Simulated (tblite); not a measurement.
**Question.** What does the GFN2-xTB structure of InChI=1S/C6H8O2S/c1-5(7)3-4-8-6(2)9/h3-4H,1-2H3/q+1 look like in three dimensions? (Charge +1 and doublet state.)

**Answer.** 
Z-matrix in Å and degrees, rows numbered from 1:
```
C 
C   1  1.4984
O   2  1.1992  1  124.27
C   2  1.4895  1  113.76  3  -179.94
C   4  1.3333  2  120.11  1  -179.78
O   5  1.3567  4  120.95  2  -180.00
C   6  1.3153  5  122.89  4   176.38
C   7  1.4831  6  114.23  5   177.94
S   7  1.6513  6  125.14  5    -1.75
H   1  1.0892  2  109.48  3   121.57
H   1  1.0895  2  109.32  3  -120.26
H   1  1.0872  2  109.89  3     0.54
H   4  1.0787  2  117.85  1     0.46
H   5  1.0882  4  122.30  2     0.05
H   8  1.0933  7  109.19  6   -80.41
H   8  1.0867  7  111.66  6   160.07
H   8  1.0898  7  110.17  6    37.05
```

C5 (carbon bonded to C, O and H) is planar (angles 122.3°, 121.0° and 116.7°, sum 360.0°, 0.00 Å off the plane of its three neighbours). O6 (oxygen bonded to 2 C) is bent (angle 122.9°). C2 (carbon bonded to 2 C and O) is planar (angles 124.3°, 122.0° and 113.8°, sum 360.0°, 0.00 Å off the plane of its three neighbours). The C–C distances run from 1.333 Å (C4–C5, drawn single) to 1.498 Å (C1–C2, drawn single), a spread of 0.165 Å.

The geometry is computed with GFN2-xTB (gas phase). This method treats the open shell by occupation alone, without spin polarisation.

Its GFN2-xTB frequencies are all real (lowest 30 cm⁻¹). Torsions: C1–C2–C4–C5 180°, C2–C4–C5–O6 180°, C4–C5–O6–C7 176°, C5–O6–C7–C8 178°.

One conformer stands for the species.
